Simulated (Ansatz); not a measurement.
Si(CCH)2H2 (C4H4Si). Charge 0, multiplicity 1. Geometry PBE0-D4/def2-SVP, basis def2-TZVP, Ansatz.

```json
{"run": "A", "HOMO (eV)": "-8.37", "LUMO (eV)": "-0.40"}
{"run": "B", "HOMO (eV)": "-7.15", "LUMO (eV)": "-1.69"}
{"run": "C", "HOMO (eV)": "-10.97", "LUMO (eV)": "1.76"}
{"run": "D", "HOMO (eV)": "-10.89", "LUMO (eV)": "3.10"}
{"run": "E", "HOMO (eV)": "-7.25", "LUMO (eV)": "-1.25"}
{"run": "F", "HOMO (eV)": "-10.56", "LUMO (eV)": "1.68"}
```

LC-ωPBE has ω = 0.4 bohr⁻¹.

**Question.** The runs used HF, LC-ωPBE, LDA (SPW92), r2SCAN, r2SCAN0, ωB97X-V. Estimate which is which.

**Answer.** A r2SCAN0 (25 % exact exchange); B LDA (SPW92) (0 % exact exchange); C LC-ωPBE (range-separated); D HF (100 % exact exchange); E r2SCAN (0 % exact exchange); F ωB97X-V (range-separated). Exact exchange lowers occupied and raises empty levels; among semilocal functionals meta-GGAs tend to open the gap a little, and such runs are hard to tell apart. The gap grows from 5.46 eV (LDA (SPW92)) to 13.99 eV (HF).
